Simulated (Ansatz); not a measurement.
Pulling on the Ga1–H2 bond in BrGaH2 (SMILES [GaH2][Br]) (multiplicity 1 held, fragments rigid). Energies count from the point at 1.557 Å.
Geometry at that point (charge 0, multiplicity 1):
```xyz
4

Ga    -0.62727    -0.97642     0.15642
H     -0.07053    -1.95941     1.22858
H     -1.89601    -1.10175    -0.73821
Br     0.61177     0.95229    -0.15255
```

Restricted levels (R-, RO-) in cc, def2 and unpolarised 6-31G sets keep to the state of the molecule at rest. Unrestricted levels (U-) break spin symmetry where that is lower. Active spaces are followed from a long bond inwards. Levels need not reach the same state.

Cores are frozen in the correlated methods. Filled d and f shells under p-block atoms count as core.

Run with Ansatz (an electronic-structure program) with Gaussian orbitals. Each number belongs to the level named beside it.

Energies in eV.

```csv
R (Å),R-HF/cc-pVDZ,U-MP2/cc-pVDZ,U-SCS-MP2/cc-pVDZ,"FIC-MRCISD+Q on CASSCF(2,2)/cc-pVDZ"
1.246,1.23,1.25,1.25,1.26
1.402,0.24,0.26,0.26,0.27
1.557,0.00,0.00,0.00,0.00
1.713,0.16,0.14,0.13,0.12
1.869,0.52,0.48,0.47,0.44
2.103,1.24,1.15,1.14,1.05
2.336,2.01,2.07,2.11,1.67
2.726,3.21,2.88,2.97,2.50
3.115,4.22,3.15,3.25,3.00
3.582,5.19,3.24,3.35,3.28
4.205,6.13,3.27,3.38,3.40
4.984,6.89,3.28,3.39,3.42
```

Doubts at one or more of the structures used: a restricted determinant that unrestricted orbitals would lower (R-HF/cc-pVDZ); a spin-contaminated determinant (U-MP2/cc-pVDZ, U-SCS-MP2/cc-pVDZ).
